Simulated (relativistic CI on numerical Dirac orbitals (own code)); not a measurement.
## Hyperfine structure of Re¹⁹⁺, mass number 187

Method of calculation: Dirac-Coulomb-Breit CI, orbitals from a KLI potential per configuration, model QED, unscaled Slater integrals (own radial code, finite nucleus).

CI space (outside the closed core [Ar] 3d10): 4s2 4p6 4d10 4f10, 4s2 4p6 4d10 4f9 5s, 4s2 4p6 4d9 4f11, 4s2 4p6 4d10 4f9 6s, 4s2 4p5 4d10 4f11, 4s 4p6 4d10 4f11, 4s2 4p6 4d10 4f8 5s2, 4s2 4p6 4d10 4f7 5s2 6s, 4p6 4d10 4f12, 4p6 4d9 4f13, 4p5 4d10 4f13. Double excitations out of closed p, d and f shells are left out; levels of such configurations are missing from the list, as are those of other unlisted configurations, and high levels can miss mixing partners.

Nuclear spin I = 5/2, μ = 3.209 μN, Q = 1.94 b (tables of Stone and Pyykkö). The electronic factors are computed for point nuclear moments, without core polarisation or the Bohr-Weisskopf and QED corrections.

```json
{"Level": "4s2 4p6 4d10 4f10 5I_8", "E (cm⁻¹)": "0.0", "A (MHz)": "2337", "B (MHz)": "2660"}
{"Level": "4s2 4p6 4d10 4f10 5I_7", "E (cm⁻¹)": "16915.9", "A (MHz)": "2564", "B (MHz)": "2640"}
{"Level": "4s2 4p6 4d10 4f10 5I_6", "E (cm⁻¹)": "26475.5", "A (MHz)": "2745", "B (MHz)": "2730"}
{"Level": "4s2 4p6 4d10 4f10 5I_4", "E (cm⁻¹)": "38707.4", "A (MHz)": "3945", "B (MHz)": "2800"}
{"Level": "4s2 4p6 4d10 4f10 3K_8", "E (cm⁻¹)": "43811.2", "A (MHz)": "2675", "B (MHz)": "-1170"}
{"Level": "4s2 4p6 4d10 4f10 5F_4", "E (cm⁻¹)": "45249.9", "A (MHz)": "2151", "B (MHz)": "-2450"}
{"Level": "4s2 4p6 4d10 4f10 5G_6", "E (cm⁻¹)": "51104.3", "A (MHz)": "2351", "B (MHz)": "773"}
{"Level": "4s2 4p6 4d10 4f10 5F_3", "E (cm⁻¹)": "51658.9", "A (MHz)": "2169", "B (MHz)": "-1400"}
```

Levels with J = 0, under 50 % of one LS term, or S terms without an open s electron are left out. Small factors come from cancelling terms and can be off by tens of per cent or more.

At this charge energies of transitions that change n are usually good to better than 1 %, and those within a shell (Δn = 0) to a few per cent. Terms inside the open d or f shell come out 10 to 20 % too wide with unscaled integrals.

**Question.** Give the hyperfine levels of 4s2 4p6 4d10 4f10 5I_8 relative to its centre of gravity.

**Answer.** With K = F(F + 1) − I(I + 1) − J(J + 1), E = AK/2 + B[¾K(K + 1) − I(I + 1)J(J + 1)]/[2I(2I − 1)J(2J − 1)]: F = 11/2: -51630, F = 13/2: -37260, F = 15/2: -20330, F = 17/2: -698.1, F = 19/2: 21820, F = 21/2: 47400 MHz.

LS names give the leading component of a level, which can be under half, so a name can repeat, a term be missing and a line seem to break the LS rules.
